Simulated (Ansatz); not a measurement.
Born–Oppenheimer molecular dynamics of C₄H₁₀BN (16 atoms, charge 0, multiplicity 1). It starts from a relaxed structure.

All numbers below come from Ansatz 0.2.0, UKS B3LYP-D4/STO-3G.

| Item | Value |
| --- | --- |
| ensemble | NVT, Langevin thermostat |
| time step | 1 fs |
| steps asked | 178 |
| set temperature | 200 K |
| friction | 0.005 /fs |
| temperature schedule | 44 steps to 200 K, then 133 steps to 10 K |
| seed | 814226 |

First frame:

```xyz
16
Properties=species:S:1:pos:R:3
C -1.873 -0.718 0.477
C -0.552 -0.589 0.251
C 0.348 -1.839 0.324
B 0.118 0.792 -0.123
C 1.553 0.855 -0.802
N -0.559 1.978 0.152
H -2.565 0.132 0.422
H -2.341 -1.682 0.715
H 1.141 -1.707 1.080
H -0.231 -2.740 0.581
H 0.849 -2.011 -0.644
H 2.316 0.406 -0.146
H 1.574 0.277 -1.740
H 1.876 1.879 -1.035
H -0.184 2.920 -0.077
H -1.492 2.025 0.609
```

Q: How far do the bonds stretch over the last three quarters of this one trajectory? (Pairs bonded in most of those frames.)

A: 
```tsv
bond	mean (Å)	spread (Å)	shortest	longest
C1–C2	1.350	0.017	1.31	1.38
C1–H7	1.101	0.032	1.05	1.16
C1–H8	1.099	0.019	1.06	1.14
C2–C3	1.545	0.015	1.51	1.57
C2–B4	1.584	0.015	1.54	1.61
C3–H9	1.103	0.012	1.08	1.13
C3–H10	1.102	0.018	1.07	1.14
C3–H11	1.104	0.011	1.08	1.13
B4–C5	1.593	0.012	1.56	1.62
B4–N6	1.395	0.011	1.38	1.42
C5–H12	1.103	0.015	1.07	1.14
C5–H13	1.100	0.011	1.08	1.12
C5–H14	1.101	0.016	1.06	1.14
N6–H15	1.040	0.006	1.02	1.05
N6–H16	1.040	0.006	1.03	1.05
```

Mean temperature of the second half: 127 K. The schedule's set-point averaged 72 K over the second half and the system 127 K, so it lags behind the ramp. A run of 0.18 ps of so small a system gives no equilibrium averages. Limits of this set-up: minimal basis.

Time of the run: 24 min on 1 thread of Arm Neoverse N1, with other jobs on the host, peak memory 0.15 GiB.
